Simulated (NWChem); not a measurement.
C4H4ClF; SMILES F/C=C\C=C/Cl

```xyz
10

F     -0.2960    -2.9742     0.0000
C      0.7283    -2.1273     0.0000
C      0.5618    -0.7998     0.0000
C     -0.7283    -0.1465     0.0000
C     -0.9419     1.1781     0.0000
Cl     0.3144     2.3605     0.0000
H      1.6973    -2.6335     0.0000
H      1.4630    -0.1827     0.0000
H     -1.6179    -0.7828     0.0000
H     -1.9436     1.6112     0.0000
```
Atoms are numbered in this order, from 1.

STO-3G and 3-21G are far too small for this property and stand as cheap habits. Geometry: optimised at PBE0/def2-SVP.

Symmetry labels are those of Cs in the frame above (b1 and b2, or b-type labels, depend on it).

**Question.** List the 4 lowest vertical singlet excitations from PBE/3-21G, TDA (NWChem).

**Answer.** 
```tsv
state	energy (eV)	oscillator strength	symmetry	leading excitation (squared amplitude)
S1	5.81	0.597	a'	HOMO → LUMO (0.65)
S2	5.87	0.000	a"	HOMO−2 → LUMO (1.00)
S3	6.29	0.228	a'	HOMO−1 → LUMO (0.48)
S4	6.30	0.004	a"	HOMO → LUMO+1 (0.99)
```
